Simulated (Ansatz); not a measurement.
Born–Oppenheimer molecular dynamics of GaH$_{5}$NO$_{2}$ (9 atoms, charge 0, multiplicity 2). It starts at the highest image of a converged band. Of that band: The profile has 2 maxima (images 4, 7) with wells between them (image 6): this band takes more than one step, which may be the mechanism or a detour left from its start path. Neighbouring images differ by up to 2.2 eV, so the band resolves the path poorly. A vibrational analysis at the climbing image gives one clearly imaginary mode, 1788i cm⁻¹: a first-order saddle point.

Theory: Ansatz, UHF/def2-SVP.

```yaml
ensemble: NVE (velocity Verlet)
time_step: 0.5 fs
steps_asked: 200
starting_velocities_drawn_for: 300 K
seed: 8159
```

Frames 2.5 fs apart, positions in Å, forces in eV/Å.

Velocities at 60 fs (Å/ps):

```
Ga -1.27 5.47 -3.48
H -9.59 40.92 -56.17
O -5.70 -4.54 9.60
H 5.90 -36.58 4.73
O 4.32 -5.44 5.67
H 24.58 3.39 26.67
N 6.77 -15.08 -4.27
H 14.67 -1.73 35.58
H -19.89 -16.36 47.05
```

```xyz
9
Properties=species:S:1:pos:R:3:forces:R:3 time_fs=60 energy_less_start_eV=-0.911 T=1308
Ga -0.059 0.178 0.397 1.16 0.16 1.05
H -0.382 1.531 1.184 0.01 -0.10 -0.89
O 1.619 -0.297 -0.092 0.30 -0.14 -0.78
H 1.860 -0.811 -0.875 -0.71 0.76 1.18
O -1.185 -0.932 -0.363 -0.13 0.68 -0.89
H -1.669 -1.652 -0.055 -0.66 -0.91 0.54
N 0.146 -0.586 2.630 0.73 -0.98 0.44
H -0.538 -1.145 3.150 0.36 0.40 -0.08
H 1.040 -0.593 3.161 -1.06 0.13 -0.56
9
Properties=species:S:1:pos:R:3:forces:R:3 time_fs=62.5 energy_less_start_eV=-0.973 T=1375
Ga -0.062 0.192 0.389 1.07 0.31 0.85
H -0.405 1.627 1.019 0.09 -0.45 -0.58
O 1.606 -0.309 -0.070 0.57 -0.17 -0.74
H 1.849 -0.871 -0.817 -0.70 0.78 1.05
O -1.175 -0.944 -0.351 -0.91 -0.36 -0.44
H -1.628 -1.673 0.029 -0.04 0.01 0.10
N 0.164 -0.626 2.621 -0.09 -0.92 1.38
H -0.493 -1.136 3.228 -0.22 0.33 -0.81
H 0.967 -0.627 3.257 0.23 0.47 -0.81
9
Properties=species:S:1:pos:R:3:forces:R:3 time_fs=65 energy_less_start_eV=-0.849 T=1242
Ga -0.064 0.206 0.381 0.97 0.21 0.47
H -0.423 1.696 0.821 0.12 -0.51 -0.18
O 1.594 -0.321 -0.050 -0.20 2.24 2.13
H 1.804 -0.900 -0.714 0.30 -1.67 -1.90
O -1.167 -0.958 -0.340 -1.60 -1.52 0.40
H -1.591 -1.695 0.117 0.61 1.12 -0.66
N 0.182 -0.670 2.618 -0.58 -0.23 0.86
H -0.465 -1.109 3.261 -1.17 -0.25 -0.69
H 0.908 -0.633 3.307 1.56 0.62 -0.42
9
Properties=species:S:1:pos:R:3:forces:R:3 time_fs=67.5 energy_less_start_eV=-0.931 T=1329
Ga -0.065 0.220 0.374 0.63 -0.11 0.00
H -0.434 1.737 0.611 0.08 -0.35 0.17
O 1.583 -0.327 -0.024 0.94 -0.21 -0.56
H 1.763 -0.996 -0.687 -0.46 0.68 0.69
O -1.165 -0.976 -0.328 -0.48 0.39 -0.46
H -1.527 -1.666 0.176 -0.41 -0.72 0.41
N 0.197 -0.715 2.619 -0.16 0.34 1.35
H -0.498 -1.095 3.253 -0.69 -0.27 -0.62
H 0.929 -0.605 3.326 0.56 0.25 -0.99
9
Properties=species:S:1:pos:R:3:forces:R:3 time_fs=70 energy_less_start_eV=-0.880 T=1273
Ga -0.065 0.234 0.367 0.32 -0.45 -0.37
H -0.440 1.756 0.411 0.03 -0.17 0.43
O 1.575 -0.332 0.000 1.23 -1.03 -1.18
H 1.702 -1.064 -0.634 -0.44 1.39 1.23
O -1.166 -0.994 -0.318 -0.53 0.19 0.05
H -1.479 -1.666 0.252 -0.23 -0.41 0.10
N 0.212 -0.758 2.625 -0.48 0.83 1.08
H -0.569 -1.095 3.208 0.62 -0.01 -0.47
H 0.984 -0.563 3.289 -0.53 -0.35 -0.88
9
Properties=species:S:1:pos:R:3:forces:R:3 time_fs=72.5 energy_less_start_eV=-0.683 T=1057
Ga -0.065 0.248 0.360 0.09 -0.67 -0.66
H -0.444 1.764 0.237 0.02 -0.11 0.61
O 1.571 -0.340 0.021 0.82 1.97 1.22
H 1.616 -1.070 -0.524 0.09 -1.72 -1.24
O -1.169 -1.010 -0.307 -0.88 -0.91 1.46
H -1.444 -1.688 0.329 0.32 0.86 -1.14
N 0.224 -0.798 2.635 -1.18 1.19 -1.09
H -0.609 -1.098 3.139 0.79 -0.16 0.44
H 1.015 -0.539 3.206 -0.07 -0.44 0.41
9
Properties=species:S:1:pos:R:3:forces:R:3 time_fs=75 energy_less_start_eV=-0.484 T=836
Ga -0.065 0.261 0.352 -0.23 -0.81 -0.95
H -0.447 1.766 0.098 0.01 -0.12 0.72
O 1.570 -0.343 0.046 0.87 -0.17 -0.31
H 1.533 -1.146 -0.462 0.14 0.30 0.23
O -1.174 -1.030 -0.291 -0.05 0.77 0.37
H -1.396 -1.673 0.351 -0.26 -0.59 0.13
N 0.232 -0.832 2.641 -0.78 1.53 -2.55
H -0.606 -1.113 3.097 0.05 -0.50 1.33
H 1.041 -0.541 3.144 0.24 -0.41 1.02
9
Properties=species:S:1:pos:R:3:forces:R:3 time_fs=77.5 energy_less_start_eV=-0.367 T=708
Ga -0.066 0.273 0.343 -0.42 -1.01 -1.14
H -0.450 1.760 0.003 0.00 -0.08 0.77
O 1.573 -0.346 0.069 0.49 -1.85 -1.15
H 1.460 -1.211 -0.394 0.50 1.90 1.05
O -1.180 -1.047 -0.274 0.23 1.27 0.20
H -1.360 -1.687 0.376 -0.30 -0.85 0.40
N 0.236 -0.860 2.637 -0.46 1.65 -1.57
H -0.593 -1.153 3.127 0.60 -0.31 0.98
H 1.075 -0.569 3.137 -0.63 -0.71 0.45
9
Properties=species:S:1:pos:R:3:forces:R:3 time_fs=80 energy_less_start_eV=-0.455 T=805
Ga -0.066 0.285 0.333 -0.45 -1.29 -1.17
H -0.453 1.750 -0.047 -0.04 0.07 0.74
O 1.577 -0.354 0.089 0.56 1.35 0.47
H 1.413 -1.188 -0.275 0.23 -1.37 -0.58
O -1.185 -1.060 -0.255 -0.01 -0.16 1.74
H -1.340 -1.741 0.415 0.14 0.81 -1.13
N 0.238 -0.882 2.626 -1.13 1.11 0.00
H -0.545 -1.212 3.213 1.18 0.04 -0.09
H 1.077 -0.637 3.159 -0.49 -0.57 0.02
9
Properties=species:S:1:pos:R:3:forces:R:3 time_fs=82.5 energy_less_start_eV=-0.530 T=885
Ga -0.067 0.295 0.322 -0.41 -1.64 -1.14
H -0.458 1.745 -0.053 -0.08 0.25 0.64
O 1.584 -0.358 0.110 0.14 0.77 0.18
H 1.383 -1.225 -0.180 0.41 -0.78 -0.28
O -1.190 -1.072 -0.231 0.37 1.03 0.70
H -1.315 -1.761 0.400 -0.06 -0.14 -0.10
N 0.236 -0.898 2.615 -1.13 0.64 0.80
H -0.434 -1.271 3.297 0.16 -0.09 -0.56
H 1.054 -0.737 3.182 0.59 -0.03 -0.24
9
Properties=species:S:1:pos:R:3:forces:R:3 time_fs=85 energy_less_start_eV=-0.401 T=746
Ga -0.068 0.304 0.310 -0.32 -1.96 -1.04
H -0.468 1.755 -0.021 -0.09 0.30 0.53
O 1.591 -0.361 0.132 -0.64 -1.90 -0.52
H 1.379 -1.300 -0.100 0.96 2.04 0.45
O -1.194 -1.081 -0.204 0.54 2.05 -0.19
H -1.293 -1.791 0.380 -0.14 -0.97 0.71
N 0.229 -0.912 2.607 0.00 0.41 1.57
H -0.315 -1.336 3.350 -1.09 -0.35 -0.52
H 1.062 -0.840 3.188 0.78 0.39 -0.99
9
Properties=species:S:1:pos:R:3:forces:R:3 time_fs=87.5 energy_less_start_eV=-0.481 T=832
Ga -0.070 0.312 0.298 -0.22 -2.05 -0.80
H -0.482 1.781 0.042 -0.01 0.11 0.44
O 1.596 -0.368 0.152 -0.29 0.79 0.09
H 1.426 -1.279 -0.001 0.36 -0.48 -0.16
O -1.195 -1.083 -0.176 0.22 0.16 1.07
H -1.277 -1.860 0.388 0.18 1.07 -0.72
N 0.222 -0.924 2.607 0.69 -0.16 2.40
H -0.255 -1.419 3.369 -1.02 0.00 -0.89
H 1.112 -0.921 3.136 0.09 0.55 -1.42
```

Of the whole run (100 fs, mean temperature of the second half 1007 K): The conserved energy stayed within 0.36 meV per atom of its start (net change 0.18 meV per atom), so the integration is sound. The kinetic energy rose, since the run started high on the potential surface and went downhill. It ends in pieces (GaH3O2 + H2N), so much of that is their flight and rotation, not heat. A run of 0.1 ps of so small a system gives no equilibrium averages.

The run took 5.6 min on 2 threads of Arm Neoverse V2, with other jobs on the host, peak memory 0.27 GiB.
